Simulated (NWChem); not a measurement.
## Correlation energy of C$_{2}$H$_{7}$Al

```
Al
H 1 1.5986
C 1 1.9598 2 118.19
H 3 1.1013 1 113.85 2 180.00
H 3 1.1043 4 107.72 1 -123.20
H 3 1.1043 4 107.72 5 -113.60
C 1 1.9598 2 118.19 3 180.00
H 7 1.1013 1 113.85 2 180.00
H 7 1.1043 8 107.72 1 -123.20
H 7 1.1043 8 107.72 9 -113.60
```
Charge 0, spin multiplicity 1.

All runs are NWChem calculations. The geometry was optimised at PBE0/def2-SVP, a minimum by its harmonic frequencies.

Basis set: cc-pVDZ. Each correlation energy counts from its own Hartree-Fock reference.

```
method        correlation energy (mHa)  difference from CCSD(T)
------------  ------------------------  -----------------------
RI-MP2                          -365.5                    +59.0
CCSD                            -413.9                    +10.6
MP2                             -365.7                    +58.8
CCSD(T)                         -424.5                      0.0
CCSD+T(CCSD)                    -424.8                     -0.3
CR-CCSD(T)                      -422.2                     +2.3
SCS-MP2                         -374.6                    +49.9
CR-CCSD[T]                      -422.4                     +2.1
```

The values span 59.3 mHa, from CCSD+T(CCSD) (lowest) to RI-MP2 (highest). 

The correlated methods keep 7 core orbitals frozen. The structure started from a generated list of species. No row is a measurement; the coupled-cluster row has its own basis-set and correlation limits.
